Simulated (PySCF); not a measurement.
**A small calculation by hand: oscillator strength and radiative lifetime**

3-methylthiophene (C5H6S), SMILES Cc1ccsc1.

The structure is a stationary point at PBE0-D3(BJ)/def2-SVP.

TDA-PBE/def2-SVPD (PySCF) puts the first singlet state with f over 0.02 at 5.54 eV (vertical), with the transition dipole (-0.477, 0.430, 0.000) in atomic units.

**Question.** Find the oscillator strength, the wavelength and the radiative lifetime that this transition would have in vacuum if emission retraced absorption.

**Answer.** 
|μ|² = 0.4124 au, so |μ| = 1.63 D. ΔE = 5.54/27.211 = 0.2036 hartree. f = (2/3) ΔE |μ|² = 0.056 (the program prints 0.056).
λ = 1239.84/5.54 = 224 nm; ν = 44683 cm⁻¹.
Einstein's coefficient A = 0.6670 ν² f s⁻¹ (ν in cm⁻¹) = 7.5e7 s⁻¹, so τ = 1/A = 13 ns. This state is S1. The figure is the radiative limit of this one transition; relaxation, internal conversion, crossing to triplets and a medium change what is measured.
